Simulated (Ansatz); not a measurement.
One change: `CCC#CCCCCC` becomes `CCCCCO`.

Ansatz, PBE0-D4/def2-TZVP geometries, multiplicity 1. Each molecule was computed in one conformer, which needn't be the lowest.

```tsv
property	`CCC#CCCCCC`
LUMO energy (PBE/def2-TZVPP) / eV	0.20
HOMO energy (B3LYP/def2-TZVPP) / eV	-6.82
HOMO energy (PBE0/def2-TZVPP) / eV	-7.04
HOMO energy (PBE/def2-TZVPP) / eV	-5.84
HOMO–LUMO gap (B3LYP/def2-TZVPP) / eV	7.56
size of the dipole moment (B3LYP/def2-TZVPP) / D	0.17
```

Question: Give the same properties after the change, and the shifts. (Best estimate.)

Answer: The calculation gave: 
| property | `CCCCCO` | shift |
| --- | --- | --- |
| LUMO energy (PBE/def2-TZVPP) / eV | 0.17 | -0.03 |
| HOMO energy (B3LYP/def2-TZVPP) / eV | -7.53 | -0.71 |
| HOMO energy (PBE0/def2-TZVPP) / eV | -7.76 | -0.72 |
| HOMO energy (PBE/def2-TZVPP) / eV | -6.13 | -0.29 |
| HOMO–LUMO gap (B3LYP/def2-TZVPP) / eV | 8.18 | 0.62 |
| size of the dipole moment (B3LYP/def2-TZVPP) / D | 1.54 | 1.37 |

Dipoles are sizes alone; their direction can turn.

B3LYP here is the variant with VWN-RPA as its local correlation; programs differ in this.
